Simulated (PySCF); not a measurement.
SMILES O[Si](F)(F)Br at its PBE0/def2-SVP optimised geometry (Å):

```
6

O     -1.0181    -1.7951    -1.3027
Si    -0.4298    -1.0199     0.0000
F      1.1744    -1.0199     0.0000
F     -0.8549    -1.7605     1.3581
Br    -1.1744     1.0199     0.0000
H     -0.7679    -2.7145    -1.4425
```

Calculation: PBE0/def2-TZVP run with PySCF.

Map of the log10 of the electron density (e/bohr³), floored at −4 on the plane z = 0.8 Å:

```
|                               |
|        ......                 |
|     ...::::::..               |
|    ..::------::..             |
|   .::--======--:..            |
|  .:--==++++++=--:..           |
| .::-=++*****++==-:.           |
| .:-=++*#####**+=-:..          |
|.:-==+*##%%%##*++=-:.          |
|.:-=+**#%%%%%##*+=-:.          |
|.:-=+*##%%%%%##*+=-:.          |
|.:-=+*#%%%%%%##*+=-::.         |
|.:-=+*##%%%%%##*+=--::.        |
|.:-=+**##%%%%#**+==--:::.      |
|.:--=+**######**+====---:.     |
| .:-=++**#####**++++++=--:.    |
| .:--=++**###***++****+==-.    |
|  .:-==++**###*****##**+=-:.   |
|  .::-=++*#####***#####*+-:.   |
|   .:-=+**##%######%%%#*+=:.   |
|   .:-=+*#%%%%%####%%##*+=:.   |
|   .:-=+#%@@@@%##*####**+-:.   |
|   .:-=*#%@@@@%#*******+=-:.   |
|   .:-=*#%@@@@%#*++++++=-:.    |
|   .:-=+*%%@@%#*+++====-::.    |
|    .-=+*##%%##*+===---::.     |
|    .:-=+**##**+=---:::..      |
|     .:-=++++++=--::...        |
|      .:--=====-::..           |
|       .::----::..             |
|        ...:::..               |
```
Scale: ten equal steps from -4.00 (start of ' ') to -0.414 (end of '@'), in the order ' .:-=+*#%@'; x runs from -3.50 to 3.50, y from -3.50 (bottom) to 3.50 (top).
